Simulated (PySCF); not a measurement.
SMILES O=C[SiH2][SiH2]c1ccccc1, GFN2-xTB optimised geometry.

```
20

O      1.56    -3.36     0.76
C      0.86    -3.60     1.71
Si    -0.87    -2.80     1.95
Si    -1.35    -1.64     0.01
C     -0.40     0.00     0.00
C     -1.06     1.23     0.00
C     -0.35     2.42     0.01
C      1.03     2.40     0.00
C      1.70     1.19     0.00
C      0.99     0.00     0.00
H      1.23    -4.32     2.48
H     -1.73    -3.94     2.32
H     -0.71    -2.03     3.19
H     -0.99    -2.39    -1.20
H     -2.78    -1.32    -0.09
H     -2.14     1.25     0.00
H     -0.88     3.36     0.01
H      1.59     3.33     0.00
H      2.78     1.17     0.00
H      1.52    -0.94     0.00
```

Density from B3LYP/def2-SVP run with PySCF at that geometry.

Minimum of the electron density along straight lines between bonded atoms, close to the bond critical point (lines longer than 1.1 times the sum of covalent radii, or with two minima, are not listed):

| bond | length / Å | ρ at the minimum / e bohr⁻³ | ∇²ρ there / e bohr⁻⁵ | position (fraction from the first atom) |
|---|---|---|---|---|
| O1–C2 | 1.206 | (withheld) | (withheld) | 0.67 |
| C2–Si3 | 1.921 | 0.109 | 0.30 | 0.62 |
| Si4–C5 | 1.890 | 0.113 | 0.32 | 0.38 |
| C5–C6 | 1.391 | 0.308 | -0.78 | 0.50 |
| C6–C7 | 1.383 | 0.315 | -0.82 | 0.50 |
| C7–C8 | 1.385 | 0.315 | -0.82 | 0.50 |
| C8–C9 | 1.385 | 0.314 | -0.82 | 0.50 |
| C5–C10 | 1.393 | 0.308 | -0.78 | 0.50 |
| C9–C10 | 1.383 | 0.315 | -0.82 | 0.50 |
| C2–H11 | 1.111 | 0.272 | -1.00 | 0.63 |
| Si3–H12 | 1.469 | 0.115 | 0.33 | 0.49 |
| Si3–H13 | 1.470 | 0.115 | 0.32 | 0.49 |
| Si4–H14 | 1.470 | 0.116 | 0.32 | 0.49 |
| Si4–H15 | 1.473 | 0.115 | 0.33 | 0.49 |
| C6–H16 | 1.081 | 0.284 | -1.08 | 0.63 |
| C7–H17 | 1.081 | 0.284 | -1.08 | 0.63 |
| C8–H18 | 1.080 | 0.284 | -1.08 | 0.63 |
| C9–H19 | 1.081 | 0.284 | -1.08 | 0.63 |
| C10–H20 | 1.081 | 0.287 | -1.11 | 0.64 |

Problem. Fill in the missing entries.

Solution. 
- O1–C2, ρ at the minimum / e bohr⁻³: 0.408
- O1–C2, ∇²ρ there / e bohr⁻⁵: 0.51
